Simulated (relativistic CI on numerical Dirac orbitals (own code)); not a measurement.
d1 to d9 in one octahedral field

Computed with a parametric ligand-field model without spin-orbit coupling, by exact diagonalisation: B = 390, C = 1910, 10Dq = 26700 cm⁻¹ (Oh; |10Dq|/B = 68.5) for every shell. Energies in cm⁻¹; the field energy is (0.6 n_e − 0.4 n_t2) × 10Dq of the ground term; g labels are left out. So small a B with so large a field is typical of 4d and 5d ions, where spin-orbit coupling, left out here, reaches 1,000 to 4,000 cm⁻¹.

```csv
Shell,Ground term,Electrons in e,Field energy,First spin-allowed bands,Lowest term of other spin
d1,2T2,0.000,-10680,2E 26700,
d2,3T1,0.006,-21203,"3T2 25710, 3T1 30570",1T2 6271
d3,4A2,0.000,-32040,"4T2 26700, 4T1 31146",2E 8891
d4,?,?,?,?,?
d5,2T2,0.021,-52839,"2A2 24222, 2T1 24355",4T1 17687
d6,1A1,0.018,-63613,"1T1 25224, 1T2 30938",3T1 21252
d7,2E,1.011,-47763,"2T1 25126, 2T2 25638",4T1 17682
d8,3A2,2.000,-32040,"3T2 26700, 3T1 31146",1E 6906
d9,2E,3.000,-16020,2T2 26700,
```

**Question.** Fill in the row of d4.

**Answer.** Ground term: 3T1; Electrons in e: 0.011; Field energy: -42428; First spin-allowed bands: 3E 24812, 3T1 25301; Lowest term of other spin: 1T2 5595. Low spin: d4, d5, d6, d7; the other shells keep the spin of the free ion. Only d4 to d7 can choose; the field needed to pair spins is smallest for d6 and largest for d5, which loses most exchange energy. In the strong-field picture 10Dq must exceed about 6B + 5C = 11890 (d4), 7.5B + 5C = 12475 (d5), 2.5B + 4C = 8615 (d6) and 4B + 4C = 9200 (d7); mixing of terms shifts these bounds somewhat.
